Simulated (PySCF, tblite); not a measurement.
Isomers of C5H4NOPS, one GFN2-xTB conformer each. Single-point energies are computed at PBE0/pcSseg-1 (PySCF, gas phase, no added dispersion term), electronic only.

```json
{"SMILES": "COc1pc(C#N)cs1", "GFN2-xTB relative energy (kJ/mol)": "2.1"}
{"SMILES": "COc1scpc1C#N", "GFN2-xTB relative energy (kJ/mol)": "0.0"}
```

Conformers: `[CH3:1][O:2][c:3]1[p:4][c:5]([C:6]#[N:7])[cH:8][s:9]1` with C1–O2–C3–P4 0°; `[CH3:1][O:2][c:3]1[s:4][cH:5][p:6][c:7]1[C:8]#[N:9]` with C1–O2–C3–S4 0°.

Problem. What does PBE0/pcSseg-1 give for the same structures?

Solution. 
```json
{"SMILES": "COc1scpc1C#N", "PBE0/pcSseg-1 E (Eh)": "-1061.70451", "PBE0/pcSseg-1 (kJ/mol)": "0.0", "GFN2-xTB (kJ/mol)": "0.0", "point group": "Cs"}
{"SMILES": "COc1pc(C#N)cs1", "PBE0/pcSseg-1 E (Eh)": "-1061.70426", "PBE0/pcSseg-1 (kJ/mol)": "0.7", "GFN2-xTB (kJ/mol)": "2.1", "point group": "Cs"}
```

Both levels put the same isomer lowest. Neighbours under 10 kJ/mol apart (COc1scpc1C#N and COc1pc(C#N)cs1) can change places with a better method, another conformer or zero-point energy.

Problem. Which frontier levels, dipoles and rotational constants go with these structures?

Solution. 
```json
{"SMILES": "COc1scpc1C#N", "HOMO (eV, PBE0/pcSseg-1)": "-7.08", "LUMO (eV)": "-1.79", "dipole (D)": "6.43", "A, B, C (MHz)": "1476, 1308, 696.6"}
{"SMILES": "COc1pc(C#N)cs1", "HOMO (eV, PBE0/pcSseg-1)": "-7.03", "LUMO (eV)": "-1.67", "dipole (D)": "5.05", "A, B, C (MHz)": "2397, 857.0, 633.8"}
```

Problem. What happens when harmonic zero-point energies from GFN2-xTB frequencies are added?

Solution. 
```tsv
SMILES	ZPE (kJ/mol)	electronic (kJ/mol)	with ZPE (kJ/mol)
COc1scpc1C#N	208.9	0.0	0.0
COc1pc(C#N)cs1	208.8	0.7	0.6
```

The zero-point energies span 0.1 kJ/mol. The order is unchanged.
